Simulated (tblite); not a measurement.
Start geometry of `CC(=O)c1nccs1` from a force field or distance geometry (Å):
```
atom  x, y, z in Å
C1    -2.2006    0.3637    0.3809
C2    -1.2130   -0.7593    0.4147
O3    -1.5658   -1.8976    0.7589
C4     0.1550   -0.4023    0.0487
N5     0.5194    0.8076   -0.2860
C6     1.8670    0.8198   -0.5836
C7     2.5204   -0.3851   -0.4500
S8     1.4103   -1.5832    0.0627
H9    -3.1904   -0.0101    0.6748
H10   -1.9203    1.1524    1.0865
H11   -2.2809    0.7667   -0.6345
H12    2.3376    1.7445   -0.8865
H13    3.5569   -0.6166   -0.6045
```

Question: What comes out of this run: GFN2-xTB geometry optimisation, gas phase in tblite?

Answer: 
```
atom  x, y, z in Å
C1    -2.2111    0.3647    0.3821
C2    -1.2279   -0.7700    0.4297
O3    -1.5094   -1.9042    0.7428
C4     0.1414   -0.3968    0.0586
N5     0.5369    0.7851   -0.2915
C6     1.8467    0.8155   -0.5738
C7     2.4946   -0.3815   -0.4403
S8     1.4121   -1.6041    0.0642
H9    -3.1982    0.0132    0.6684
H10   -1.8822    1.1547    1.0529
H11   -2.2352    0.7786   -0.6231
H12    2.2976    1.7426   -0.8790
H13    3.5304   -0.5974   -0.6089
```

The energy falls by 3.0 kcal/mol over 27 L-BFGS steps, the largest force on an atom goes from 2.11 to 0.009 eV/Å, and the atoms move by 0.034 Å rms after alignment. The bond that changes most is N5–C6 (pyridine-type nitrogen to aromatic CH next to a ring nitrogen), which shortens by 0.040 Å. Bonds longer at the end by more than 0.005 Å: 3 of 13; shorter: 8. Among the angles that change most is C1–C2–O3, from 120.5° to 124.3°. Rotational constants go from 3617, 1467, 1051 to 3592, 1491, 1060 MHz. The orientation of the end geometry is arbitrary; only internal coordinates are fixed.

Its GFN2-xTB frequencies are all real (lowest 44 cm⁻¹). One conformer, not necessarily the lowest.

These are computed values.
